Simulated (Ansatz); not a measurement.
Mulliken charges of CH₄ClFOSSi (`OC(F)(S)[SiH2]Cl`) from B3LYP/def2-TZVPP in Ansatz (PBE0-D4/def2-TZVP geometry).

| atom | x (Å) | y (Å) | z (Å) | charge (e) |
| --- | --- | --- | --- | --- |
| O1 | -0.305 | -1.316 | 0.783 | -0.299 |
| C2 | 0.359 | -0.504 | -0.109 | 0.284 |
| F3 | 1.715 | -0.526 | 0.193 | -0.210 |
| S4 | 0.082 | -1.135 | -1.778 | -0.154 |
| Si5 | -0.244 | 1.314 | -0.036 | 0.392 |
| Cl6 | -0.011 | 1.871 | 1.931 | -0.249 |
| H7 | -0.220 | -0.928 | 1.665 | 0.201 |
| H8 | -0.189 | -2.388 | -1.374 | 0.115 |
| H9 | -1.681 | 1.375 | -0.370 | -0.037 |
| H10 | 0.578 | 2.187 | -0.903 | -0.042 |

Question: By hand: the dipole of these point charges (1 e Å = 4.8032 D).

Answer: Σ q r = (-0.301, -0.019, -0.298) e Å, of length 0.424 e Å = 2.04 D.

Question: How does the dipole of the full density compare? (An estimate is asked.)

Answer: Computed: (-0.243, 0.054, 0.012) e Å, 1.20 D; the point charges give 1.70 times that, at 50° from its direction.

Point charges leave out the atoms' own dipoles, such as those of lone pairs, and Mulliken's split depends on the basis, so the two needn't agree.

B3LYP here is the variant with VWN-RPA as its local correlation; programs differ in this.
